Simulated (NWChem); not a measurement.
Molecule: BeSiH3I; SMILES [I][Be][SiH3]

Results from NWChem. def2 effective core potentials on I; no spin-orbit coupling. Each level has its own optimisation; frequencies are unscaled.

For level PBE0/def2-SVP (core potentials):

```yaml
highest harmonic frequency (cm⁻¹): 2211
```

Task: What are these values for level PBE/def2-SVP (core potentials)?

Result: 
* **highest harmonic frequency (cm⁻¹)**: 2144
